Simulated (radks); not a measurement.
Ar XIII, 6 electrons, occupied as [He] 2s2 2p2. Method: scalar-relativistic Kohn-Sham, PBE, spin-polarised, spherical densities, point nucleus; open shells are filled with parallel spins first; computed with a radial shooting solver on a logarithmic mesh with Libxc functionals. Some entries of the table are withheld. Estimate them.

orbital  occ.  eigenvalue (hartree)  <r> (bohr)  r(max) (bohr)
1s up       1             -133.6077     0.08542        0.05601
1s down     1             -133.3480     0.08526        0.05596
2s up       1             -25.84774      0.3748         0.3185
2s down     1             -25.34191      0.3779         0.3202
2p up       2                   (1)      0.3274         0.2566
2p down     0                   (2)      0.3308         0.2587
3s up       0             -10.07633      0.9127         0.8644
3s down     0              -9.94507      0.9209         0.8720
3p up       0              -9.52142      0.8861         0.8339
3p down     0              -9.38102      0.8957         0.8430
3d up       0              -8.90561         (3)         0.6649
3d down     0              -8.74233         (4)         0.6781

Answer. 
(1) 2p up eigenvalue (hartree): -24.03838
(2) 2p down eigenvalue (hartree): -23.45220
(3) 3d up <r> (bohr): 0.7807
(4) 3d down <r> (bohr): 0.7946
